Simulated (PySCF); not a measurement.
**Spin-rotation constants: `C[SiH](C)[SiH2]O`, C₂H₁₀OSi₂**

Cartesian coordinates in Å; atom numbers follow the order of the lines, from 1:
```xyz
15

C     1.5521   -1.0385   -0.9843
Si    0.3879    0.4142   -0.6893
C     1.0917    1.5945    0.6006
Si   -1.6620   -0.4069    0.0831
O    -1.2681   -1.2011    1.5108
H     1.1509   -1.7191   -1.7508
H     2.5433   -0.6928   -1.3175
H     1.6789   -1.6111   -0.0524
H     0.1568    1.1499   -1.9773
H     1.2096    1.0705    1.5619
H     0.4214    2.4528    0.7604
H     2.0760    1.9804    0.2922
H    -2.3107   -1.3488   -0.8924
H    -2.6616    0.6868    0.3362
H    -1.9941   -1.6139    1.9875
```

Method used: PySCF 2.14.0, GIAO B3LYP/pcseg-1 magnetisability, rotational g tensor and spin-rotation constants, non-relativistic, gas phase. Geometry: PBE0-D3(BJ)/def2-SVP.

Task: Give the nuclear spin-rotation constants along the inertial axes (H = +C I·J) beside the isotropic shieldings.

Result: Rotational constants 3.7889, 1.8254, 1.6316 GHz. A star marks the isotopologue with that one atom substituted, in its own axes.
| atom | isotope | Caa (kHz) | Cbb (kHz) | Ccc (kHz) | mean (kHz) | σ (ppm) |
| --- | --- | --- | --- | --- | --- | --- |
| H6 | 1H | -0.394 | -0.037 | -0.143 | -0.191 | 31.2 |
| H7 | 1H | 0.044 | -0.199 | -0.185 | -0.113 | 31.1 |
| H8 | 1H | -0.363 | -0.196 | -0.007 | -0.189 | 30.9 |
| H9 | 1H | -0.239 | -0.177 | 0.033 | -0.128 | 27.7 |
| H10 | 1H | -0.363 | -0.196 | -0.007 | -0.189 | 30.9 |
| H11 | 1H | -0.394 | -0.036 | -0.144 | -0.191 | 31.2 |
| H12 | 1H | 0.044 | -0.199 | -0.185 | -0.113 | 31.1 |
| H13 | 1H | -0.223 | 0.013 | -0.106 | -0.105 | 26.4 |
| H14 | 1H | -0.223 | 0.015 | -0.107 | -0.105 | 26.4 |
| H15 | 1H | -0.014 | -0.247 | -0.196 | -0.152 | 31.4 |
| C1 | 13C* | 0.386 | 0.186 | 0.165 | 0.246 | 195.0 |
| Si2 | 29Si* | -2.370 | -1.007 | -0.982 | -1.453 | 383.6 |
| Si4 | 29Si* | -2.332 | -1.267 | -0.894 | -1.497 | 360.1 |
| O5 | 17O* | -0.098 | -0.053 | -0.148 | -0.100 | 337.2 |

For the geometry as given, no vibrational averaging.
